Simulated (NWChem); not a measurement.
System: CH₄BeS; SMILES [BeH][S]C

Input file for NWChem:

```
start job
memory heap 200 mb stack 900 mb global 1100 mb
geometry units angstroms noautoz
  Be    -0.407839    -1.638910    -0.003434
  H     -1.229549    -2.698993    -0.003169
  S      0.787213    -0.141250    -0.005005
  C     -0.410354     1.271043     0.000621
  H     -1.113477     1.219475    -0.851451
  H      0.194946     2.191241    -0.100251
  H     -0.970951     1.320049     0.952677
end
basis spherical
  Be library 6-31g*
  H library 6-31g*
  S library 6-31g*
  C library 6-31g*
end
dft
  xc bhlyp
  iterations 150
end
tddft
  cis
  nroots 8
  notriplet
end
task tddft energy
```

Coordinates come from a PBE-D3(BJ)/def2-SVP optimisation.

Vertical excitations in the gas phase.

**Question.** Give the results of this calculation. (BHandHLYP/6-31G* (spherical d), TDA.) Quantities: lowest excitation, singlet (eV); oscillator strength of that lowest state; lowest state with f > 0.02, singlet (eV); oscillator strength of that bright state; orbital gap (eV).

**Answer.** 
```json
{
 "lowest excitation, singlet (eV)": "4.95",
 "oscillator_strength_of_that_lowest_state": "0.000",
 "lowest state with f > 0.02, singlet (eV)": "6.62",
 "oscillator_strength_of_that_bright_state": "0.126",
 "orbital gap (eV)": "8.13"
}
```
